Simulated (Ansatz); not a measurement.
## A ladder of methods for CH2NSn (SMILES N#[C][SnH2])

The species is CH2NSn (5 atoms), meant as a doublet with charge 0. As SMILES, `N#[C][SnH2]`. Geometry: optimised at r2SCAN/def2-SVP.

Each level gives the adiabatic ionisation energy (to the singlet cation, shapes relaxed at r2SCAN/def2-SVP, no zero-point term) (eV). The values are calculated.

```csv
level,kind,program,value (eV)
USVWN5/def2-TZVPP (core potential),LDA,Ansatz,8.34
UBLYP/def2-TZVPP (core potential),GGA,Ansatz,8.16
U-r2SCAN/def2-TZVPP (core potential),meta-GGA,Ansatz,8.40
U-wB97M-V/def2-TZVPP (core potential),range-separated hybrid,Ansatz,8.28
UCAM-B3LYP/def2-TZVPP (core potential),range-separated hybrid,Ansatz,8.41
UB2PLYP/def2-TZVPP (core potential),double hybrid,Ansatz,8.25
RPA@PBE/def2-TZVPP (core potential),RPA,Ansatz,8.48
UMP2/def2-TZVPP (core potential),perturbation theory,Ansatz,8.12
```

Spin-orbit coupling, which can split open shells on such heavy atoms by tenths of an eV, is left out. The values span 8.12 to 8.48 eV. In the correlated wave-function rows the outer d shell of Sn is correlated, in sets not made for it.
